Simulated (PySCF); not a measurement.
# Deuteron quadrupole couplings in `C#CC#C/C=C\CF`

C7H5F.
Structure used (GFN2-xTB), in Å, numbered top down from 1:
```
atom  x, y, z in Å
C1     2.4823    3.2056   -0.1433
C2     2.0006    2.1033   -0.0645
C3     1.4477    0.8698    0.0243
C4     0.9443   -0.2305    0.1053
C5     0.3723   -1.5074    0.1915
C6    -0.9439   -1.7264    0.2092
C7    -1.9645   -0.6386    0.1550
F8    -3.1254   -1.0929   -0.4235
H9     2.9061    4.1620   -0.2103
H10    1.0685   -2.3343    0.2501
H11   -1.3381   -2.7291    0.2778
H12   -1.6187    0.2189   -0.4329
H13   -2.2354   -0.2999    1.1649
```

Level: PBE0/pcSseg-1 (PySCF, non-relativistic); Q(2H) = 0.00286 b; rigid geometry, the same for H and D, with no vibrational averaging.

Question: Rank these positions by the coupling χzz of a deuteron there, largest first.
A. H13 (methylene hydrogen)
B. H9 (alkyne hydrogen)
C. H10 (vinylic hydrogen)

Answer: B (267 kHz), C (216 kHz), A (189 kHz).

Give the electric field gradient Vzz (the principal value of largest size), its asymmetry and the 2H coupling at each hydrogen.

```
atom  bonded to  bond length (Å)  Vzz (au)     η  χzz (kHz)
  H9         C1            1.048    0.3969  0.00        267
 H10         C5            1.083    0.3215  0.07        216
 H11         C6            1.080    0.3259  0.06        219
 H12         C7            1.096    0.2828  0.08        190
 H13         C7            1.099    0.2812  0.07        189
```

How does χzz go with the bond length over the 5 C–H bonds?

A straight-line fit has a slope of -15.6 kHz for each 0.01 Å, with a correlation coefficient of -1.00, over lengths from 1.048 to 1.099 Å. The longer bonds have the smaller couplings here.

Give the 2H NMR doublet splittings at H11 for a magnetic field along the z, y and x axes of the gradient: 3χ/2, 3χ(1 + η)/4, 3χ(1 − η)/4.

With |χ| = 219.0 kHz and η = 0.055: 329, 173 and 155 kHz, to first order and without motion.

The structure is a single GFN2-xTB conformer in the gas phase; no vibrational or solvent corrections. GFN2-xTB bond lengths can be off by several hundredths of an ångström, more for odd bonds, and the gradients follow them. The basis is small and wasn't made for field gradients, so the couplings can be 20 % off.

The run behind these numbers computed NMR shieldings as well. On one thread, Arm Neoverse N1 (aarch64) (shared host), this took 43 s wall (grids of density and orbitals included) and 0.70 GiB of memory at its peak.
